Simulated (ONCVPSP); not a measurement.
## How hard is this Au (Z = 79) ONCV potential?

Au, optimised norm-conserving Vanderbilt (ONCV), made with ONCVPSP 4.0.1 (LDA (Perdew-Wang 92), scalar-relativistic). Core [Kr] 4d10 4f14, reference 5s2 5p6 5d10 6s1. Waves: 5s+6s: rc 1.75 bohr, ncon 4, nbas 7, qcut 6.1 1/bohr, 2 projectors; 5p: rc 1.70 bohr, ncon 4, nbas 7, qcut 8.8 1/bohr, 2 projectors, debl 0.8 Ha; 5d: rc 1.90 bohr, ncon 4, nbas 9, qcut 7.7 1/bohr, 2 projectors, debl 1.3 Ha. Local part: polynomial inside 1.70 bohr (lpopt 5, dvloc0 -1 Ha). Core correction: Teter function, fcfact 5.25, rcfact 1.5.

In the p channel the program set the typed energies aside and used -2.207, 0.250 Ha.

For each optimised wave give the share of its norm inside rc, the residual kinetic energy above qcut (Ha) and the cutoffs (Ha) for errors of 10, 1, 0.1 and 0.01 mHa per electron.

| wave | norm inside rc | residual KE | 10 mHa | 1 mHa | 0.1 mHa | 0.01 mHa |
| --- | --- | --- | --- | --- | --- | --- |
| 5s | 0.987 | 3.8e-05 | 6.7 | 9.9 | 16.7 | 37.6 |
| 6s | 0.121 | 1.7e-04 | 5.8 | 14.2 | 21.1 | 52.7 |
| 5p | 0.940 | 1.5e-07 | 11.9 | 14.9 | 25.7 | 31.1 |
| p projector 2 | 0.084 | 4.7e-07 | 10.1 | 14.1 | 27.3 | 33.1 |
| 5d | 0.726 | 6.4e-07 | 15.8 | 20.2 | 23.8 | 26.5 |
| d projector 2 | 0.170 | 7.6e-07 | 15.4 | 19.9 | 23.7 | 26.7 |

The occupied waves need 20 Ha and 26 Ha for 1 and 0.1 mHa.
